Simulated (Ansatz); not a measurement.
H4N2Si, SMILES `N[Si]N` (excited triplet) (charge 0, multiplicity 3). This triplet is an excited state, 2.50 eV above the relaxed singlet at the level frozen-core CCSD(T)/cc-pVTZ // PBE0-D3(BJ)/def2-TZVP (Ansatz, a first-principles code).

Cartesian coordinates (Å):
```xyz
7

N     -1.5043    -0.0785     0.0382
Si     0.0824    -0.6967    -0.2369
N      1.4807     0.2774     0.0295
H     -2.1039     0.1438    -0.7409
H     -2.0360    -0.3851     0.8378
H      2.0745     0.1050     0.8256
H      2.0065     0.6341    -0.7531
```
Charge 0, spin multiplicity 3.

Frozen-core energies in 6-31g from Ansatz at a geometry from PBE0-D3(BJ)/def2-TZVP; the HF reference has <S^2> = 2.01 and the T1 diagnostic is 0.017.

```tsv
level	energy (Ha)
HF	-400.03003
MP2	-400.28365
CCSD	-400.30575
```

Problem. Estimate the energies of CCSD(T), CCSDT and CCSDT(Q), and give each level's difference from CCSDT(Q).

Solution. 
```
level     energy (Ha)  difference from CCSDT(Q) (mHa)
--------  -----------  ------------------------------
MP2        -400.28365                           28.84
CCSD       -400.30575                            6.74
CCSD(T)    -400.31110                            1.39
CCSDT      -400.31162                            0.87
CCSDT(Q)   -400.31249                            0.00
```
